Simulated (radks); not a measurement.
Results of a calculation; reference values are marked as such.
How relativity changes the ionisation of the strontium ion Sr3+ ([Ar] 3d10 4s2 4p5) to Sr4+ ([Ar] 3d10 4s2 4p4). Spin-unpolarised spherical Kohn-Sham, BLYP, point nucleus unless stated (finite: rms radius 4.224 fm), a radial shooting solver on a logarithmic mesh with Libxc functionals. A level marked "c x" has the speed of light scaled by that factor and shares open shells by 2j + 1; other Dirac levels either fill j = l - 1/2 first or share by 2j + 1.

level	E(Sr3+) (hartree)	E(Sr4+) (hartree)	IE (eV)	HOMO	<r> HOMO (bohr)
non-rel.	-3131.22162	-3129.12735	56.988	4p	1.502
scalar-rel.	-3177.77027	-3175.67010	57.149	4p	1.494
scalar-rel., finite nucleus	-3177.73864	-3175.63846	57.149	4p	1.494
Dirac, 2j+1 shares	-3178.07490	-3175.97414	57.165	4p3/2	1.503
Dirac, low j first	-3178.09080	-3176.00863	56.659	4p3/2	1.504
Dirac, 2j+1 shares, finite nucleus	-3178.04322	-3175.94246	57.165	4p3/2	1.503
Dirac, c x 0.75	-3217.15293	-3215.04662	57.316	4p3/2	1.505
Dirac, c x 1.5	-3151.60576	-3149.50868	57.064	4p3/2	1.502
Dirac, c x 5	-3133.02873	-3130.93421	56.995	4p3/2	1.502

NIST Atomic Spectra Database: 56.280 eV (semi-empirical). The relativistic part of the total energy of Sr3+ is -46.82 hartree (Dirac, 2j+1 shares, finite nucleus), 1.5 % of the non-relativistic value. Spin polarisation and multiplet splitting of open shells are left out at every level.

Beside tabulated values, note that relativity, absent from the non-relativistic runs, is large for the heavy elements, and spin-unpolarised runs miss the spin-polarisation part of the exchange energy of open shells.
